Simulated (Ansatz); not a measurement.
Molecule: SiBrCl (charge 0, singlet). SMILES: Br[Si]Cl
Geometry from a B3LYP-D3(BJ)/def2-TZVP (Ansatz, a quantum-chemistry and plane-wave program) optimisation:
```
Si
Cl 1 2.0913
Br 1 2.2726 2 101.99
```
Charge 0, spin multiplicity 1.

Quantity: atomisation energy, in kcal/mol. Terms: UHF or UKS for open shells; non-relativistic; valence correlation only (noble-gas shells and the d and f shells of earlier blocks); LANL2DZ with its own core potentials from Na on; no spin-orbit coupling; atomisation electronic, to ground-state atoms; no dispersion term unless named; 6-31G* and kin with 6d, 5d where marked. Ab initio and DFT rows: single points at B3LYP-D3(BJ) geometries (Ansatz). The Hartree-Fock reference of Cl[Si]Br is unstable towards a lower, spin-broken solution.

| level | program | atomisation energy (kcal/mol) |
|---|---|---|
| HF/STO-3G | Ansatz | 172.3 |
| HF/3-21G | Ansatz | 86.2 |
| HF/6-31G* | Ansatz | 124.7 |
| BLYP/6-31G* with LANL2DZ past Ar | Ansatz | 174.7 |
| B3LYP/STO-3G | Ansatz | 235.0 |
| B3LYP/6-31G* with LANL2DZ past Ar | Ansatz | 172.4 |
| PBE0/6-31G* with LANL2DZ past Ar | Ansatz | 178.1 |
| MP2/STO-3G | Ansatz | 192.8 |
| MP2/3-21G | Ansatz | 120.8 |
| MP2/LANL2DZ | Ansatz | 112.9 |
| B3LYP/def2-TZVPD | Ansatz | 186.8 |
| PBE0/def2-TZVPD | Ansatz | 192.5 |

No value to compare with is used here. The 10 habitual levels span 86.2 (HF/3-21G) to 235.0 kcal/mol (B3LYP/STO-3G); B3LYP/def2-TZVPD gives 186.8.

The levels are drawn from those run, B3LYP/6-31G* more often than the rest, none by its result; runs whose electronic state is in doubt are left out.
